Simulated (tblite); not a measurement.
`FC/C=C\[SiH2][C@H]([SiH3])C[SiH3]`. Structure optimised with GFN2-xTB, isolated species.

```
atom  x, y, z in Å
F1     4.8647    0.1087   -0.0925
C2     3.5700    0.5401    0.0826
C3     2.6672   -0.0771   -0.9335
C4     1.3955   -0.3814   -0.7189
Si5    0.4631   -0.1318    0.8992
C6    -1.3804   -0.5115    0.6145
Si7   -1.6991   -2.3702    0.3152
C8    -2.0198    0.3102   -0.5147
Si9   -2.1137    2.1881   -0.2258
H10    3.2756    0.2815    1.1033
H11    3.5963    1.6323   -0.0283
H12    3.1462   -0.2519   -1.8901
H13    0.8455   -0.8068   -1.5490
H14    0.9923   -1.0460    1.9231
H15    0.6443    1.2463    1.3833
H16   -1.8921   -0.2524    1.5481
H17   -1.1584   -3.1628    1.4193
H18   -1.0815   -2.7895   -0.9457
H19   -3.1466   -2.5890    0.2199
H20   -1.4873    0.1171   -1.4490
H21   -3.0406   -0.0510   -0.6776
H22   -0.7908    2.8019   -0.3628
H23   -2.6462    2.4489    1.1142
H24   -3.0155    2.7662   -1.2272
```

**Question.** What is the longest distance between nuclei?

**Answer.** F1···H19, 8.46 Å; the next longest distance is 8.39 Å.

**Question.** Work out the bond lengths C2–C3, C6–H16, Si7–H18, Si9–H22 in pm.

**Answer.** For C2–C3 the difference vector is (-0.9028, -0.6172, -1.0161) Å, of length 1.4928 Å. C2–C3 149.3; C6–H16 109.6; Si7–H18 146.5; Si9–H22 146.5 pm.

**Question.** Where is the centre of mass (commonest isotopes), and what is the radius of gyration?

**Answer.** Mass 178.047 u; centre at (0.245, -0.044, 0.050) Å; Rg = √(Σ m r²/M) = 2.896 Å. As Ia + Ib + Ic = 2 Σ m r², the three principal moments sum to 2986.1 u·Å².

**Question.** Give the dihedral angles Si5–C6–Si7–H18, H13–C4–Si5–H14, H14–Si5–C6–H16, C8–C6–Si7–H18, H15–Si5–C6–C8, H12–C3–C4–H13.

**Answer.** Si5–C6–Si7–H18 -66° (synclinal); H13–C4–Si5–H14 112° (anticlinal); H14–Si5–C6–H16 66° (synclinal); C8–C6–Si7–H18 62° (synclinal); H15–Si5–C6–C8 66° (synclinal); H12–C3–C4–H13 -1° (synperiplanar). Dihedral signs follow IUPAC: positive where, seen along the central bond, the front bond turns clockwise onto the rear one.

**Question.** Write the matrix of distances between heavy atoms (Å, lower triangle).

**Answer.** 
```
F1    0.000
C2    1.376  0.000
C3    2.360  1.493  0.000
C4    3.559  2.494  1.325  0.000
Si5   4.518  3.282  2.867  1.884  0.000
C6    6.316  5.089  4.355  3.082  1.904  0.000
Si7   7.028  6.024  5.087  3.821  3.166  1.909  0.000
C8    6.900  5.626  4.722  3.491  2.891  1.536  2.824  0.000
Si9   7.283  5.926  5.338  4.377  3.645  2.921  4.609  1.902  0.000
```

Its lowest GFN2-xTB frequency is 12 cm⁻¹, too small to tell a flat minimum from a shallow saddle. One conformer, not necessarily the lowest. 3 starts were optimised and ended at 0.00, 0.14 and 0.38 kcal/mol (GFN2-xTB); the lowest of these is shown.

These are computed values.
